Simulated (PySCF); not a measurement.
**CH4GaIn: where a starting geometry ends**

The starting geometry of this gas-phase singlet was optimised with GFN2-xTB.

```xyz
7

C    -0.4730    0.2863    0.9948
Ga   -1.5073    1.7498   -0.1628
In   -2.2895    3.1936   -2.7001
H     0.6147    0.3824    0.8552
H    -0.7309   -0.7287    0.6550
H    -0.6466    0.3026    2.0781
H    -0.8404    1.5756   -2.7439
```

Q: Predict what becomes of its bonds when it is optimised with PBE0-D3(BJ)/def2-SVP.

A: A new bond forms, giving a structure with H7 bridging In3 and Ga2, given below by its coordinates. Contacts that close: Ga2–H7 (2.67 → 1.84 Å).

The energy falls by 0.53 eV over 17 steps:

```json
{"step": "1", "E − E(last) (eV)": "0.530"}
{"step": "3", "E − E(last) (eV)": "0.111"}
{"step": "5", "E − E(last) (eV)": "0.016"}
{"step": "6", "E − E(last) (eV)": "0.006"}
{"step": "8", "E − E(last) (eV)": "0.003"}
{"step": "10", "E − E(last) (eV)": "0.000"}
{"step": "12", "E − E(last) (eV)": "0.000"}
{"step": "13", "E − E(last) (eV)": "0.000"}
{"step": "15", "E − E(last) (eV)": "0.000"}
{"step": "17", "E − E(last) (eV)": "0.000"}
```

Final geometry (Å):

```xyz
7

C    -0.4919    0.3440    0.8062
Ga   -1.4564    1.7082   -0.2903
In   -2.1878    3.0456   -2.5945
H     0.5969    0.4659    0.6804
H    -0.7540   -0.6679    0.4546
H    -0.7385    0.4243    1.8751
H    -0.8815    1.3877   -2.0094
```

No frequencies were run, so the end isn't proven a minimum. Atoms past krypton carry core potentials, without spin–orbit terms. Run with PySCF 2.14.0, 3.3 min on 2 threads of Intel(R) Xeon(R) Processor @ 2.50GHz (Skylake/Cascade Lake) (shared host).
